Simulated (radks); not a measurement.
Results of a calculation; reference values are marked as such.
How relativity changes the ionisation of the selenium ion Se2+ ([Ar] 3d10 4s2 4p2) to Se3+ ([Ar] 3d10 4s2 4p1). Spin-unpolarised spherical Kohn-Sham, PBE, point nucleus unless stated (finite: rms radius 4.14 fm), a radial shooting solver on a logarithmic mesh with Libxc functionals. A level marked "c x" has the speed of light scaled by that factor and shares open shells by 2j + 1; other Dirac levels either fill j = l - 1/2 first or share by 2j + 1.

| level | E(Se2+) (hartree) | E(Se3+) (hartree) | IE (eV) | HOMO | <r> HOMO (bohr) |
|---|---|---|---|---|---|
| non-rel. | -2400.00852 | -2398.87546 | 30.832 | 4p | 1.995 |
| scalar-rel. | -2428.81717 | -2427.68277 | 30.869 | 4p | 1.988 |
| scalar-rel., finite nucleus | -2428.79953 | -2427.66512 | 30.869 | 4p | 1.988 |
| Dirac, 2j+1 shares | -2428.96438 | -2427.82976 | 30.875 | 4p3/2 | 1.998 |
| Dirac, low j first | -2428.98957 | -2427.84425 | 31.166 | 4p1/2 | 1.970 |
| Dirac, 2j+1 shares, finite nucleus | -2428.94673 | -2427.81210 | 30.875 | 4p3/2 | 1.998 |
| Dirac, c x 1.5 | -2412.66047 | -2411.52673 | 30.850 | 4p3/2 | 1.997 |
| Dirac, c x 2 | -2407.08370 | -2405.95027 | 30.842 | 4p3/2 | 1.996 |
| Dirac, c x 100 | -2400.01133 | -2398.87827 | 30.832 | 4p3/2 | 1.995 |

NIST Atomic Spectra Database: 31.70 eV (measured). The relativistic part of the total energy of Se2+ is -28.94 hartree (Dirac, 2j+1 shares, finite nucleus), 1.2 % of the non-relativistic value. Spin polarisation and multiplet splitting of open shells are left out at every level.

Beside tabulated values, note that spin-unpolarised runs miss the spin-polarisation part of the exchange energy of open shells.
